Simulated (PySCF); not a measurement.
input.py for Cs2

Input:

```python
from pyscf import gto, dft

mol = gto.M(
    atom='Cs 0 0 0; Cs 0 0 5.071',
    basis='lanl2dz',
    ecp={'Cs': 'lanl2dz'},
    charge=0,
    spin=0,
    verbose=4,
)
mf = dft.RKS(mol, xc='wb97x')
mf.kernel()
mf.dip_moment()
print('orbital energies (hartree):', mf.mo_energy[..., max(0, mol.nelec[1]-3):mol.nelec[0]+3].round(4))
```

```bash
$ OMP_NUM_THREADS=1 python input.py
```

The log (some set-up lines removed):

```
PySCF version 2.14.0

[INPUT] Symbol           X                Y                Z      unit          X                Y                Z       unit  Magmom
[INPUT]  1 Cs     0.000000000000   0.000000000000   0.000000000000 AA    0.000000000000   0.000000000000   0.000000000000 Bohr   0.0
[INPUT]  2 Cs     0.000000000000   0.000000000000   5.071000000000 AA    0.000000000000   0.000000000000   9.582801177669 Bohr   0.0

nuclear repulsion = 8.45264328229541
number of shells = 10
number of NR pGTOs = 46
number of NR cGTOs = 24
basis = lanl2dz
ecp = {'Cs': 'lanl2dz'}

******** <class 'pyscf.dft.rks.RKS'> ********
method = RKS
initial guess = minao
damping factor = 0
level_shift factor = 0
DIIS = <class 'pyscf.scf.diis.CDIIS'>
SCF conv_tol = 1e-09
SCF max_cycles = 50
XC functionals = wb97x
    J.-D. Chai and M. Head-Gordon.,  J. Chem. Phys. 128, 084106 (2008)

grids dens level: 3
Initial guess from minao.
tot grids = 47416
init E= -40.3076730034381
  HOMO = -0.0414338679107373  LUMO = -0.0025149793186221  gap/eV = 1.05904
cycle= 1 E= -39.7435612485943  delta_E= 0.564  |g|= 0.078  |ddm|= 1.59
  HOMO = -0.139019745463315  LUMO = -0.0252091328139827  gap/eV = 3.09694
cycle= 2 E= -39.7485125785736  delta_E= -0.00495  |g|= 0.0129  |ddm|= 0.274
  HOMO = -0.134031722982952  LUMO = -0.019480982307952  gap/eV = 3.11708
cycle= 3 E= -39.7488104043879  delta_E= -0.000298  |g|= 0.00295  |ddm|= 0.0584
  HOMO = -0.133087763764826  LUMO = -0.0178957126659518  gap/eV = 3.13454
cycle= 4 E= -39.7488545653429  delta_E= -4.42e-05  |g|= 0.000963  |ddm|= 0.0246
  HOMO = -0.132618308623476  LUMO = -0.0170482863523609  gap/eV = 3.14482
cycle= 5 E= -39.7488606559412  delta_E= -6.09e-06  |g|= 0.000106  |ddm|= 0.0138
  HOMO = -0.13260613502111  LUMO = -0.0169935597395285  gap/eV = 3.14598
cycle= 6 E= -39.748860716735  delta_E= -6.08e-08  |g|= 1.8e-05  |ddm|= 0.00194
  HOMO = -0.132610432888548  LUMO = -0.0169949870082022  gap/eV = 3.14606
cycle= 7 E= -39.7488607179961  delta_E= -1.26e-09  |g|= 9.58e-07  |ddm|= 0.000331
  HOMO = -0.132610484693019  LUMO = -0.0169948620346527  gap/eV = 3.14606
cycle= 8 E= -39.7488607179985  delta_E= -2.39e-12  |g|= 9.31e-08  |ddm|= 1.21e-05
  HOMO = -0.132610452607382  LUMO = -0.0169948273198133  gap/eV = 3.14606
Extra cycle  E= -39.7488607179986  delta_E= -9.24e-14  |g|= 3.2e-08  |ddm|= 4.13e-07
converged SCF energy = -39.7488607179986
Dipole moment(X, Y, Z, Debye):  0.00000, -0.00000,  0.00000
orbital energies (hartree): [-0.6285 -0.6268 -0.1326 -0.017   0.007   0.007 ]
```

In short: E(SCF) = -39.748861 Eh, 8 cycles, μz(SCF) = 0.00 D.

Hardware: Arm Neoverse N1, 1 thread, shared host. Wall time 2 s.

Stability towards an unrestricted solution was not tested. The bond length is a typed value, not an optimised one.
